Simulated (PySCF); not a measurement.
What the settings do

Molecule: 1-chlorocyclohexene (SMILES ClC1=CCCCC1); geometry GFN2-xTB.

Molfile (atoms numbered from 1):
```
C6H9Cl
     RDKit          3D

 16 16  0  0  0  0  0  0  0  0999 V2000
    2.7073    1.6748    0.4785 Cl  0  0  0  0  0  0  0  0  0  0  0  0
    1.2018    0.8408    0.2206 C   0  0  0  0  0  0  0  0  0  0  0  0
    0.0799    1.5218    0.0566 C   0  0  0  0  0  0  0  0  0  0  0  0
   -1.2396    0.8523   -0.1805 C   0  0  0  0  0  0  0  0  0  0  0  0
   -1.0651   -0.6090   -0.5835 C   0  0  0  0  0  0  0  0  0  0  0  0
   -0.0686   -1.2882    0.3489 C   0  0  0  0  0  0  0  0  0  0  0  0
    1.3105   -0.6504    0.1885 C   0  0  0  0  0  0  0  0  0  0  0  0
    0.0768    2.6007    0.1026 H   0  0  0  0  0  0  0  0  0  0  0  0
   -1.8317    0.9177    0.7383 H   0  0  0  0  0  0  0  0  0  0  0  0
   -1.7865    1.3970   -0.9534 H   0  0  0  0  0  0  0  0  0  0  0  0
   -2.0283   -1.1206   -0.5484 H   0  0  0  0  0  0  0  0  0  0  0  0
   -0.6913   -0.6619   -1.6077 H   0  0  0  0  0  0  0  0  0  0  0  0
   -0.4054   -1.1721    1.3807 H   0  0  0  0  0  0  0  0  0  0  0  0
   -0.0068   -2.3554    0.1311 H   0  0  0  0  0  0  0  0  0  0  0  0
    1.7567   -0.9524   -0.7644 H   0  0  0  0  0  0  0  0  0  0  0  0
    1.9828   -0.9862    0.9808 H   0  0  0  0  0  0  0  0  0  0  0  0
  1  2  1  0
  2  3  2  0
  3  4  1  0
  4  5  1  0
  5  6  1  0
  6  7  1  0
  7  2  1  0
  3  8  1  0
  4  9  1  0
  4 10  1  0
  5 11  1  0
  5 12  1  0
  6 13  1  0
  6 14  1  0
  7 15  1  0
  7 16  1  0
M  END
```

All runs: PySCF, non-relativistic, gas phase unless a solvent (IEF-PCM) is named; grid level 2, GIAOs and SCF threshold 1e-9 unless changed. The yardstick, PBE0/pcSseg-1, gives these isotropic shieldings σ (ppm, equivalent atoms averaged): C2 42.0, C4 156.4, C6 159.4, H8 25.66, H9/H10 29.46, H13/H14 30.04, H11/H12 30.18.

Problem. What do these inputs give? (1) solvent tetrahydrofuran; LDA/pcSseg-1; (2) PBE0/STO-3G; guess huckel; (3) CAM-B3LYP/6-31G*; max_cycle 2; squeeze 0.1; altered: squeeze 0.1; (4) mPW1PW91/pcSseg-1; level_shift 0.1; aux def2-qzvpp-jkfit

Solution. 
```
run        outcome  functions  wall time     C2     C4     C6     H8  H9/H10  H13/H14  H11/H12
  1      converged        171       30 s   34.3  150.2  154.6  25.02   28.75    29.41    29.61
  2      converged         48       14 s  118.4  207.3  209.2  27.51   31.38    31.77    31.88
  3  not converged        120      5.6 s      –      –      –      –       –        –        –
  4      converged        171       32 s   41.0  155.5  158.5  25.73   29.52    30.10    30.23
```

Times are on shared hosts with different chips, so compare them loosely.

Problem. Comment on the technical settings and failures.

Solution. 
- Run 2: The orbital basis differs from the yardstick's, which in itself moves the values. The starting guess changes the path of the SCF (11 cycles), not the solution, provided the same state is reached. With 48 functions the basis is far too small for magnetic properties.
- Run 3: One bond was set to 0.1 of its length. The SCF stopped after 2 cycles without meeting its threshold and the cycle limit at 2, so no response property followed.
- Run 4: The functional differs from the yardstick's, which in itself moves the values. The level shift changes the path of the SCF (10 cycles), not the solution, provided the same state is reached. The other auxiliary basis adds little: it changes only the density-fitting error.

Runs 2, 3 were set up unsoundly or failed; their numbers aren't to be quoted as properties of the molecule.
